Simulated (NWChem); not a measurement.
Species: MoNH2SOCl; SMILES [NH2][Mo](=[O])(=[S])[Cl]

```xyz
7

Mo     0.2295     0.0825     0.0814
O      1.0252     0.2109     1.5374
S     -1.2644     1.5668    -0.0906
Cl    -0.7029    -1.9864    -0.1045
N      1.5037     0.3587    -1.3050
H      2.5044     0.2435    -1.1538
H      1.3085     0.7933    -2.2042
```
Atoms are numbered in this order, from 1.

Program: NWChem. Structure relaxed at the PBE0/def2-SVP (def2 core potentials past Kr) level. Not confirmed as a minimum by frequencies.

Question: Estimate the computed values for B3LYP/STO-3G (all-electron, non-relativistic). Quantities: highest occupied level (eV); orbital gap (eV); dipole (D).

Answer: 
- highest occupied level (eV): -3.97
- orbital gap (eV): 4.63
- dipole (D): 3.75
